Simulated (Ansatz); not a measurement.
Pulling on the Se3–H4 bond in H2SeZn (SMILES [ZnH][SeH]) (multiplicity 1 held, fragments rigid). Energies count from the point at 1.474 Å.
Geometry at that point (charge 0, multiplicity 1):
```
atom    x (Å)    y (Å)    z (Å)
----  -------  -------  -------
Zn    -0.7092  -0.5098  -0.8288
H     -1.6137  -1.1646  -1.8828
Se     0.6540   0.5053   0.7407
H      0.6550  -0.7187   1.5618
```

Unrestricted levels (U-) break spin symmetry where that is lower. Active spaces are followed from a long bond inwards. Levels need not reach the same state.

Cores are frozen in the correlated methods. Filled d and f shells under p-block atoms count as core.

Programs: Ansatz (Gaussian orbitals). Values without a source in brackets are computed.

Energies in kcal/mol.

| R (Å) | U-MP2/def2-SVP | U-CCSD(T)/def2-SVP | SC-NEVPT2 on CASSCF(4,3)/def2-SVP | FIC-MRCISD+Q on CASSCF(4,3)/def2-SVP |
|---|---|---|---|---|
| 1.179 | 35.5 | 36.3 | 38.9 | 36.3 |
| 1.326 | 6.3 | 6.8 | 8.0 | 6.8 |
| 1.474 | 0.0 | 0.0 | 0.0 | 0.0 |
| 1.621 | 5.1 | 4.4 | 3.5 | 4.4 |
| 1.769 | 15.6 | 13.9 | 12.3 | 13.8 |
| 1.990 | 39.9 | 30.8 | 28.4 | 30.3 |
| 2.211 | 59.7 | 46.7 | 43.2 | 45.5 |
| 2.579 | 72.0 | 66.6 | 61.0 | 63.4 |
| 2.948 | 75.8 | 76.0 | 70.3 | 72.8 |
| 3.390 | 77.2 | 78.7 | 74.8 | 77.3 |
| 3.979 | 77.7 | 79.4 | 76.5 | 78.9 |
| 4.716 | 77.9 | 79.5 | 76.8 | 79.3 |

Doubts at one or more of the structures used: a spin-contaminated determinant (U-MP2/def2-SVP, U-CCSD(T)/def2-SVP); T1 above 0.05 (U-CCSD(T)/def2-SVP); active orbitals that take no part (SC-NEVPT2 on CASSCF(4,3)/def2-SVP, FIC-MRCISD+Q on CASSCF(4,3)/def2-SVP).

Ansatz is a first-principles code.
